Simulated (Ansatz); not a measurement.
One change: `CC(C)(C)[CH2][In]([Cl])[Cl]` becomes `CC(C)(C)C[Si](Cl)(Cl)Cl`.

Ansatz, PBE0-D4/def2-TZVP geometries, multiplicity 1. Each molecule was computed in one conformer, which needn't be the lowest.

Elements past krypton have def2 core potentials.

```tsv
property	`CC(C)(C)[CH2][In]([Cl])[Cl]`
HOMO energy (PBE0/def2-TZVPP) / eV	-8.08
size of the dipole moment (B3LYP/def2-TZVPP) / D	4.53
HOMO energy (PBE/def2-TZVPP) / eV	-6.90
size of the dipole moment (ωB97M-V/def2-TZVPP) / D	4.40
HOMO–LUMO gap (ωB97M-V/def2-TZVPP) / eV	10.35
LUMO energy (ωB97M-V/def2-TZVPP) / eV	0.16
```

(1) What does the change do to each property? (Best estimate.)

Results:

(1) The calculation gave: 
```
                                          property  `CC(C)(C)C[Si](Cl)(Cl)Cl`  shift
                HOMO energy (PBE0/def2-TZVPP) / eV                      -8.68  -0.60
  size of the dipole moment (B3LYP/def2-TZVPP) / D                       2.33  -2.20
                 HOMO energy (PBE/def2-TZVPP) / eV                      -7.39  -0.49
size of the dipole moment (ωB97M-V/def2-TZVPP) / D                       2.30  -2.10
           HOMO–LUMO gap (ωB97M-V/def2-TZVPP) / eV                      12.89   2.54
             LUMO energy (ωB97M-V/def2-TZVPP) / eV                       2.03   1.87
```

With PBE0 the HOMO falls by 0.60 eV and the LUMO rises by 1.81 eV, so the gap widens by about 2.41 eV. PBE moves the HOMO by -0.49 eV and ωB97M-V by -0.68 eV. Dipoles are sizes alone; their direction can turn.

Positive LUMOs are unbound, so they and the gaps depend on the basis.

B3LYP here is the variant with VWN-RPA as its local correlation; programs differ in this.
